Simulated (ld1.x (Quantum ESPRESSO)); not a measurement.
# Varying the TM semilocal potential for tellurium

Base potential:

```
Element                 : tellurium
Generator               : ld1.x (Quantum ESPRESSO) 7.5
Type                    : norm-conserving Troullier–Martins (semilocal form)
Functional              : BP86
Relativity              : scalar-relativistic
Frozen core             : [Ar] 3d10
Valence charge          : 24
Reference configuration : 4s2 4p6 4d10 5s2 5p4
Partial waves           : 4s (bound): rc 0.80 bohr; 4d (bound): rc 0.80 bohr; 4p (bound): rc 1.20 bohr
Local potential         : the p channel
Core correction         : none
```

Occupied shells without a wave of their own: 5p, 5s. They enter only through the test configuration that unscreens the potential.

All-electron outer shells of the reference configuration (BP86, scalar-relativistic, ld1.x):

```
shell  level (eV)  outermost node (bohr)  outermost maximum (bohr)
   3p     -804.19                   0.13                      0.29
   3d     -560.27                      –                      0.24
   4s     -164.47                   0.38                      0.70
   4p     -114.48                   0.38                      0.74
   4d      -41.73                   0.36                      0.81
   5s      -15.25                   0.91                      1.80
   5p       -6.07                   1.00                      2.17
```

Cutoffs, loose and tight: the cutoffs (Ry, on a coarse ladder) from which the occupation-weighted sum of valence levels, in a spherical-Bessel basis at the reference potential, stays within 10 and 1 mRy of its value at 400 Ry. They do not see the model core or the augmentation charge, which bear on the density cutoff. Test errors are all-electron minus pseudo excitation energies from the reference, over the configurations 4s2 4p6 4d10 5s2 5p3; 4s2 4p6 4d10 5s2 5p2; 4s2 4p6 4d10 5s2 5p1; 4s2 4p6 4d9 5s2 5p5; 4s2 4p6 4d10 5s2 5p0; 4s2 4p6 4d10 5s2 5p4.3; 4s2 4p6 4d10 5s1 5p4. A dash means not determined; rows that change the core or the reference have their own tests.

Cutoffs are not given where the Bessel-basis levels miss the radial ones by over 6 mRy, ghosts where they miss by over 20 mRy; a channel whose overlap is not positive is not tested.

A semilocal file is local in each channel, so a ghost entry of none says nothing of the separable form that plane-wave codes build from it.

| change | outcome | cutoff, loose | cutoff, tight | bound ghosts | largest test error (meV) |
| --- | --- | --- | --- | --- | --- |
| base | generated, misses its reference levels by 0.42 eV | 300 Ry | over 300 Ry | none | -3703 |
| all radii scaled by about 0.78 (s 0.62, p 0.94, d 0.62 bohr) | generated, misses its reference levels by 1.00 eV | – | – | not determined | -1131 |
| all radii scaled by about 0.90 (s 0.72, p 1.08, d 0.72 bohr) | generated, misses its reference levels by 0.35 eV | over 300 Ry | over 300 Ry | none | -2156 |
| all radii scaled by about 1.10 (s 0.88, p 1.32, d 0.88 bohr) | generated, misses its reference levels by 0.65 eV | 200 Ry | over 300 Ry | none | -5712 |
| all radii scaled by about 1.21 (s 0.96, p 1.46, d 0.96 bohr) | generated, misses its reference levels by 0.87 eV | 180 Ry | 300 Ry | none | -7562 |
| all radii scaled by about 1.33 (s 1.06, p 1.60, d 1.06 bohr) | generated, misses its reference levels by 1.66 eV | 160 Ry | 260 Ry | none | -8118 |

Reading the sweep of the scale of all radii (base = 1) (base included, trends over the rows without a ghost): The loose cutoff falls from 300 Ry at 1 to 160 Ry at 1.33. A larger radius leaves more room for a smooth pseudo-wave, so fewer plane waves are needed; a smaller one forces it to follow the all-electron wave where it bends sharply. The median size of the test errors (rows with all tests solved) rises from 419.3 meV at 0.9 to 1944.5 meV at 1.33. More of the atom is replaced by a form fitted at one configuration, so other configurations suffer as the radius grows.
